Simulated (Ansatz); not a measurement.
Input for Ansatz (an electronic-structure program): R-wB97X-V/def2-TZVPPD on H2Se (SMILES [SeH2]). Files ending in .json are basis or fitting sets from the Basis Set Exchange.

Ansatz 0.2 input:
```yaml
crystal:
  periodic: [false, false, false]
  atoms:
    - {symbol: Se, position_ang: [-0.09864504, -0.71972052, 3.79421384]}
    - {symbol: H, position_ang: [-0.30141770, 0.29103792, 4.84337638]}
    - {symbol: H, position_ang: [1.26047030, -0.22547291, 3.53184770]}
basis:
  gaussian:
    orbitals: def2-TZVPPD.json
hamiltonian:
  xc: {name: wB97X-V}
scf: {lower_state_search: off}
```

It printed:

```
Functional definition: wB97X-V
[...]
these checks for a lower state are left out or cut short: stability, starts, cluster_reference, orbital_swaps, neighbouring_geometries, increment
integrals: 0.03 GiB planned
555 factors; their error is unknown
integrals: 0.06 GiB planned
135 factors; integrals over basis functions are off by at most 4.3e-5 eV
mean field: 0.30 GiB planned
mean field evaluation 1: about -65375.6556 eV, gradient 8.9e0 eV
mean field evaluation 2: about -65375.8887 eV, gradient 3.3e0 eV
mean field evaluation 4: about -65375.9225 eV, gradient 3.8e-1 eV
mean field evaluation 8: about -65376.1155 eV, gradient 2.3e-3 eV
mean field -65376.11549185 eV, -2402.5279308028 hartree, gradient 3.0e-6 eV, S^2 0.000000; 0 other end points of the search recorded, 0 dependent functions left out
reference -65376.11548994 eV, -2402.5279307327 hartree; 18, 18 occupied and 73, 73 virtual orbitals, 555 factors
Total energy: -65376.11548994 eV, -2402.5279307327 hartree
Checks for a lower state left out: stability, starts, cluster_reference, orbital_swaps, neighbouring_geometries, increment
```

The run converged.

Cost: about 2.6 core-seconds (a rough figure).
